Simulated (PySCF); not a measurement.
# Interval between two levels of Sc by level of theory

Sc [Ar] 3d1 4s2 [2D5/2, M_J = 5/2] → Sc [Ar] 4s2 5s1 [2S1/2, M_J = 1/2], as a difference of total energies. All numbers are calculated (PySCF 2.14, the two-component X2C-1e Hamiltonian, in x2c-TZVPall-2c with one added diffuse shell each of s, p, d type (7s8p5d1f, 63 functions)). Correlated levels: [Ne] frozen. "Screened" scales the spin-orbit matrix elements by Boettger's factors to mimic the two-electron term; Breit and QED terms are absent.

```tsv
method	interval between two levels (cm⁻¹)
GHF (spin-free)	-6251.2
GMP2 (spin-free)	-7087.7
GHF (screened spin-orbit)	-6253.9
GMP2 (screened spin-orbit)	-7090.8
```

The promoted electron is Rydberg-like, and one or two diffuse shells describe it only roughly, which tends to raise the upper state.
